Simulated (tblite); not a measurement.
Compound: C₆H₇FO₂ (charge +1 and doublet state).
SMILES with atom numbers: `[CH2:1]=[C:2]([CH3:3])[C:4](=[O:5])[O:6][C:7]([CH2+:8])[F:9]` (hydrogens: H10, H11 on C1; H12, H13, H14 on C3; H15, H16 on C8)

Structure used (GFN2-xTB), in Å, numbered top down from 1:
```xyz
16
C6H7FO2 angstrom
C     -1.712   -0.444    1.596
C     -1.337    0.032    0.393
C     -2.237    0.394   -0.713
C      0.113    0.300    0.105
O      0.510    1.030   -0.748
O      0.906   -0.407    0.958
C      2.235   -0.529    0.813
C      3.083    0.124   -0.002
F      2.662   -1.459    1.640
H     -2.749   -0.423    1.899
H     -1.010   -0.825    2.321
H     -1.947    1.373   -1.111
H     -2.123   -0.287   -1.564
H     -3.280    0.361   -0.407
H      2.736    0.832   -0.738
H      4.142   -0.061    0.082
```

All values are computed: GFN2-xTB (tblite) harmonic vibrations without scaling, gas phase. The method is semi-empirical: single wavenumbers can be off by several per cent or more. One conformer, not necessarily the lowest. Open shells enter through the occupations alone, without spin polarisation, and single modes of such species can be off by tens of per cent.

Harmonic wavenumbers (cm⁻¹): 42.5, 64.8, 117.2, 137.9, 141.7, 264.7, 298.3, 331.2, 389.8, 418.9, 490.4, 517.9, 567.5, 571.2, 617.1, 709.3, 859.7, 867.0, 894.9, 896.6, 921.4, 932.0, 937.5, 962.0, 984.8, 1175.8, 1231.7, 1298.7, 1313.4, 1333.3, 1351.7, 1390.3, 1531.4, 1543.4, 1767.2, 2919.6, 2961.9, 3051.2, 3070.2, 3085.5, 3106.0, 3132.2.

A = 3371, B = 1029, C = 809.1 MHz; mass 130.043 u (most abundant isotopes); point group C1, symmetry number 1; spin multiplicity 2.

Question: Zero-point energy?

Answer: Half the sum of the wavenumbers: 24600 cm⁻¹ = 294.28 kJ/mol.

Question: Entropy at 400 K, 1 bar (ideal gas, RRHO, classical rotation)?

Answer: Translation 175.67, rotation 125.54, vibration 162.39, spin (R ln 2) 5.76: S = 469.4 J/(mol K).

Question: And Cp and H(400 K) − H(0)?

Answer: Cp = 193.51 J/(mol K), of which vibrations give 160.25 (their classical limit is 42 R = 349.2); H(400 K) − H(0) = 46.67 kJ/mol without the zero-point energy, 33.37 from vibrations.

Question: Which modes carry the vibrational entropy at 400 K?

Answer: 42.5 cm⁻¹: 23.94; 64.8 cm⁻¹: 20.44; 117.2 cm⁻¹: 15.56; 137.9 cm⁻¹: 14.23; 141.7 cm⁻¹: 14.01; 264.7 cm⁻¹: 9.03 J/(mol K); the other 36 give 65.19 together.

Question: How do the functions run with temperature in this model?

Answer: 
| T (K) | S (J/(mol K)) | Cp (J/(mol K)) | H − H(0) (kJ/mol) | G − H(0) (kJ/mol) | ln q(vib) |
| --- | --- | --- | --- | --- | --- |
| 100 | 297.5 | 77.0 | 5.47 | -24.28 | 1.83 |
| 200 | 363.4 | 117.9 | 15.21 | -57.47 | 4.41 |
| 300 | 418.9 | 158.2 | 29.03 | -96.63 | 6.97 |
| 500 | 515.7 | 222.1 | 67.51 | -190.37 | 11.98 |
| 800 | 633.7 | 278.4 | 143.45 | -363.50 | 18.96 |
| 1000 | 698.5 | 301.8 | 201.60 | -496.88 | 23.17 |

q(vib) and H(0) count from the zero-point level.

Question: Blend soft modes into free rotors: weight 1/[1 + (100 cm⁻¹/ν̃)⁴] for the oscillator and the rest for a rotor with moment μB/(μ + B), μ = h/(8π²ν), B = 10⁻⁴⁴ kg m². What vibrational entropy results?

Answer: 148.76 J/(mol K) in place of 162.39, which changes −T·S at 400 K by +5.45 kJ/mol.

Hindered rotation and anharmonicity are outside this model. Other conformers, if any are populated, would add a mixing term that is left out. The structure is chiral; the term R ln 2 for an equal mix with its mirror image is left out.

The run took 0.58 s of wall time on one thread, Arm Neoverse V1 (aarch64) (shared host). This covers the Hessian and the dipole derivatives.
